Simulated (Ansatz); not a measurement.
`O[SiH2][NH][GeH2][OH]` and `[OH][GeH2][NH][SiH](O)O` differ in one atom or group.

Ansatz, PBE0-D4/def2-TZVP geometries, multiplicity 1. Each molecule was computed in one conformer, which needn't be the lowest.

Scalar relativity is left out up to krypton.

```json
{"property": "LUMO energy (ωB97M-V/def2-TZVPP) / eV", "`O[SiH2][NH][GeH2][OH]`": "1.79"}
{"property": "LUMO energy (PBE/def2-TZVPP) / eV", "`O[SiH2][NH][GeH2][OH]`": "-0.70"}
{"property": "HOMO–LUMO gap (PBE/def2-TZVPP) / eV", "`O[SiH2][NH][GeH2][OH]`": "5.54"}
{"property": "LUMO energy (PBE0/def2-TZVPP) / eV", "`O[SiH2][NH][GeH2][OH]`": "0.17"}
{"property": "HOMO energy (ωB97M-V/def2-TZVPP) / eV", "`O[SiH2][NH][GeH2][OH]`": "-9.93"}
{"property": "HOMO energy (PBE/def2-TZVPP) / eV", "`O[SiH2][NH][GeH2][OH]`": "-6.25"}
```

What does the change do to each property? (Estimate.)

The calculation gave: 
```tsv
property	`[OH][GeH2][NH][SiH](O)O`	shift
LUMO energy (ωB97M-V/def2-TZVPP) / eV	1.93	0.14
LUMO energy (PBE/def2-TZVPP) / eV	-0.59	0.11
HOMO–LUMO gap (PBE/def2-TZVPP) / eV	5.76	0.22
LUMO energy (PBE0/def2-TZVPP) / eV	0.30	0.13
HOMO energy (ωB97M-V/def2-TZVPP) / eV	-10.11	-0.18
HOMO energy (PBE/def2-TZVPP) / eV	-6.35	-0.10
```

With PBE0 the HOMO falls by 0.15 eV and the LUMO rises by 0.13 eV, so the gap widens by about 0.28 eV. PBE moves the HOMO by -0.10 eV and ωB97M-V by -0.18 eV.
